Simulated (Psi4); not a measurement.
Computed with SAPT0/jun-cc-pVDZ, frozen core run with Psi4.

Psi4 input:

```
molecule {
0 1
O 1.23807201 0.24698303 0.00000000
S 0.00122927 -0.48771860 -0.00000000
O -1.23930128 0.24073558 0.00000000
--
0 1
C 0.76040308 -2.73591617 -3.47883820
C 1.05934309 -2.56647948 -2.01521627
C 0.03853848 -1.68602670 -2.68077458
H 1.50606390 -2.40989892 -4.19124020
H 0.20553842 -3.61184148 -3.78654872
H 0.70670684 -3.32780136 -1.33268065
H 2.00725359 -2.12590789 -1.73740986
H -1.00473572 -1.85165200 -2.44847841
H 0.29577950 -0.64974395 -2.85326341
units angstrom
symmetry c1
no_reorient
no_com
}
set basis jun-cc-pvdz
set scf_type df
set freeze_core true
energy('sapt0')
```

Part of the output:

```
    SAPT Results
  --------------------------------------------------------------------------------------------------------
    Electrostatics                 -9.99374451 [mEh]      -6.27116936 [kcal/mol]     -26.23857259 [kJ/mol]
      Elst10,r                     -9.99374451 [mEh]      -6.27116936 [kcal/mol]     -26.23857259 [kJ/mol]

    Exchange                       20.04501628 [mEh]      12.57843761 [kcal/mol]      52.62818298 [kJ/mol]
      Exch10                       20.04501628 [mEh]      12.57843761 [kcal/mol]      52.62818298 [kJ/mol]
      Exch10(S^2)                  19.77635679 [mEh]      12.40985124 [kcal/mol]      51.92281761 [kJ/mol]

    Induction                      -4.47372435 [mEh]      -2.80730441 [kcal/mol]     -11.74576165 [kJ/mol]
      Ind20,r                     -12.70455624 [mEh]      -7.97222940 [kcal/mol]     -33.35580780 [kJ/mol]
      Exch-Ind20,r                 10.79811520 [mEh]       6.77591959 [kcal/mol]      28.35044756 [kJ/mol]
      delta HF,r (2)               -2.56728331 [mEh]      -1.61099460 [kcal/mol]      -6.74040141 [kJ/mol]

    Dispersion                     -6.62103169 [mEh]      -4.15476011 [kcal/mol]     -17.38351632 [kJ/mol]
      Disp20                       -7.88992287 [mEh]      -4.95100135 [kcal/mol]     -20.71498965 [kJ/mol]
      Exch-Disp20                   1.26889118 [mEh]       0.79624124 [kcal/mol]       3.33147333 [kJ/mol]
      Disp20 (SS)                  -3.94496144 [mEh]      -2.47550068 [kcal/mol]     -10.35749483 [kJ/mol]
      Disp20 (OS)                  -3.94496144 [mEh]      -2.47550068 [kcal/mol]     -10.35749483 [kJ/mol]
      Exch-Disp20 (SS)              0.68512020 [mEh]       0.42991942 [kcal/mol]       1.79878285 [kJ/mol]
      Exch-Disp20 (OS)              0.58377098 [mEh]       0.36632182 [kcal/mol]       1.53269049 [kJ/mol]

  Total HF                          5.57754742 [mEh]       3.49996385 [kcal/mol]      14.64384874 [kJ/mol]
  Total SAPT0                      -1.04348427 [mEh]      -0.65479626 [kcal/mol]      -2.73966757 [kJ/mol]
```
